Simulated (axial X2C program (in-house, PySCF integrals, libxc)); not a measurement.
**Outer orbitals of LiZn at 2.958 Å, PBE0**

Computed with an axial X2C code built on PySCF integrals. Spin-free means the one-electron spin-free X2C Hamiltonian; two-component (2c) means X2C with spin–orbit coupling and atomic mean-field two-electron Coulomb and Gaunt terms, so the difference of the two also holds small scalar two-electron terms. Basis: Zn dyall-cv3z [9s10p6d3f2g], Li dyall-cv3z [7s8p2d] (cores contracted in-house); Gaussian nuclei, density fitting, unrestricted open shells. Masses: Zn 63.929 u, Li 7.016 u.

The distance is close to the 2c PBE0 minimum; the highest filled and lowest empty levels are listed.

Spin-free orbitals, state M_S = 1/2, Λ = 0 (beyond evenly filled blocks: σα) (Löwdin shares):

| symmetry | occupied | ε (eV) | atomic character |
| --- | --- | --- | --- |
| δ+α | yes | -13.01 | 100% Zn d |
| δ-α | yes | -13.01 | 100% Zn d |
| δ-β | yes | -13.01 | 100% Zn d |
| δ+β | yes | -13.01 | 100% Zn d |
| σα | yes | -13.00 | 100% Zn d |
| π+α | yes | -13.00 | 100% Zn d |
| π-α | yes | -13.00 | 100% Zn d |
| π-β | yes | -12.98 | 100% Zn d |
| π+β | yes | -12.98 | 100% Zn d |
| σβ | yes | -12.97 | 100% Zn d |
| σα | yes | -7.20 | 74% Zn s, 12% Li s, 11% Li p |
| σβ | yes | -6.91 | 75% Zn s, 13% Li p, 9% Li s |
| σα | yes | -3.62 | 57% Li s, 31% Zn p, 6% Li p |
| σβ | no | -1.49 | 52% Zn p, 40% Li s, 5% Zn s |
| π-α | no | -1.24 | 57% Li p, 42% Zn p |
| π+α | no | -1.24 | 57% Li p, 42% Zn p |
| σα | no | -1.22 | 45% Li p, 38% Zn p, 14% Li s |

Spinors with spin–orbit coupling (state Ω = 1/2):

| ω | occupied | ε (eV) | atomic character | λ mixture |
| --- | --- | --- | --- | --- |
| -3/2 | yes | -13.22 | 100% Zn d | 83% δ, 17% π |
| 3/2 | yes | -13.21 | 100% Zn d | 81% δ, 19% π |
| 1/2 | yes | -13.20 | 100% Zn d | 57% π, 43% σ |
| -1/2 | yes | -13.20 | 100% Zn d | 63% π, 37% σ |
| 5/2 | yes | -12.89 | 100% Zn d | 100% δ |
| -5/2 | yes | -12.88 | 100% Zn d | 100% δ |
| 3/2 | yes | -12.87 | 100% Zn d | 81% π, 19% δ |
| 1/2 | yes | -12.86 | 100% Zn d | 57% σ, 43% π |
| -3/2 | yes | -12.86 | 100% Zn d | 83% π, 17% δ |
| -1/2 | yes | -12.85 | 100% Zn d | 63% σ, 37% π |
| 1/2 | yes | -7.20 | 74% Zn s, 12% Li s, 11% Li p | 100% σ |
| -1/2 | yes | -6.91 | 75% Zn s, 13% Li p, 9% Li s | 100% σ |
| 1/2 | yes | -3.62 | 57% Li s, 31% Zn p, 6% Li p | 100% σ |
| -1/2 | no | -1.49 | 52% Zn p, 40% Li s, 5% Zn s | 100% σ |
| -1/2 | no | -1.25 | 56% Li p, 42% Zn p | 100% π |
| 3/2 | no | -1.24 | 58% Li p, 41% Zn p | 100% π |
| 1/2 | no | -1.22 | 45% Li p, 38% Zn p, 14% Li s | 100% σ |

Mulliken charges and populations of the two-component result (they depend on the basis, above all on diffuse functions):

Zn -0.02 e (s 7.83 p 12.20 d 9.99), Li 0.02 e (s 2.87 p 0.09 d 0.01). ⟨Lz⟩ = 0.00 ħ and ⟨Sz⟩ = 0.50 ħ (0.09 and 0.41 on the two atoms), which add up to Ω.

Occupations by symmetry block were frozen at the best pattern of an incomplete PBE0 search. Density functionals use the spin component along the axis (collinear).
